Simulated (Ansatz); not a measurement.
Ideal-gas functions of CH5GeIO, SMILES `C[O][GeH2][I]` at 600 K and 1 bar, from an Ansatz frequency run at PBE0-D4/def2-TZVP.

Molar mass 232.56 g/mol, point group Cs (symmetry number 1), electronic degeneracy 1, moments of inertia 60.6, 559.66, 610.45 u Å². Harmonic wavenumbers (cm⁻¹, unscaled): 25, 98, 120, 216, 292, 497, 632, 648, 761, 862, 1108, 1176, 1197, 1475, 1493, 1494, 2144, 2151, 2995, 3050, 3113.

Use S(trans) = R[1.5 ln M + 2.5 ln T − 1.1517]; rotational temperatures θ = 24.2544 K / I; S(rot) = R[ln(√π/σ · √(T³/θAθBθC)) + 1.5]; for each mode x = 1.438777 ν̃/T, S = R[x/(eˣ − 1) − ln(1 − e⁻ˣ)] and H = RT x/(eˣ − 1); 1 cm⁻¹ = 0.0119627 kJ/mol; R = 8.31446 J/(mol·K).

Task: By hand: the entropy, in J/(mol·K).

Result: Translation 191.4. Rotation: θ = 0.4002, 0.0433, 0.0397 K, giving 127.3. Vibration, mode by mode: 31.71, 20.37, 18.70, 13.88, 11.45, 7.33, 5.61, 5.44, 4.38, 3.62, 2.27, 2.00, 1.92, 1.13, 1.09, 1.09, 0.30, 0.30, 0.05, 0.05, 0.04, in all 132.7. Electronic 0.0. Sum 451.4 J/(mol·K).

Task: By hand: H − E and G − E in kJ/mol, counted from the electronic energy.

Result: Zero-point energy ½ × 25547 × 0.0119627 = 152.8; thermal vibration 35.5; translation, rotation and pV give 4 RT = 20.0. H − E = 208.3 kJ/mol, and G − E = 208.3 − 600 × 451.4/1000 = -62.5 kJ/mol.

Vibration gives 29 % of the entropy, 70.8 J/(mol·K) of it from the modes under 150 cm⁻¹: soft modes count most, and the harmonic formula is weakest for them. The sum counts one conformer and one mirror image; others add a mixing term.
